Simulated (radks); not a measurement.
Kinetic energies: the exact non-interacting value of the Kohn-Sham orbitals and orbital-free approximations, in hartree. Species: H 1s1; Au14+ [Kr] 4d10 4f14 5s2 5p3; Ca+ [Ar] 4s1; Ca [Ar] 4s2. Calculated with a radial shooting solver on a logarithmic mesh with Libxc functionals: non-relativistic Kohn-Sham, LDA (Slater exchange, Perdew-Wang correlation), spin-polarised, spherical densities, point nucleus. Every spin shell is full or empty, so the densities are truly spherical. Functionals are evaluated on that one density, not self-consistently.

exact: H 0.466675; Au14+ 17792.0; Ca+ 674.445; Ca 674.655
Thomas-Fermi: H 0.42463; Au14+ 16959; Ca+ 627.54; Ca 627.72
von Weizsacker: H 0.46667; Au14+ 6356.0; Ca+ 381.54; Ca 381.45
TF + vW/9: H 0.47648; Au14+ 17665; Ca+ 669.93; Ca 670.10
Perdew 92: H 0.47658; Au14+ 17667; Ca+ 670.02; Ca 670.18
Pearson: H 0.45320; Au14+ 17636; Ca+ 664.88; Ca 665.07
PG1: H 0.71983; Au14+ 20021; Ca+ 825.22; Ca 825.22
DePristo-Kress: H 0.47659; Au14+ 17752; Ca+ 674.45; Ca 674.58
Ernzerhof: H 0.49376; Au14+ 17704; Ca+ 673.47; Ca 673.58
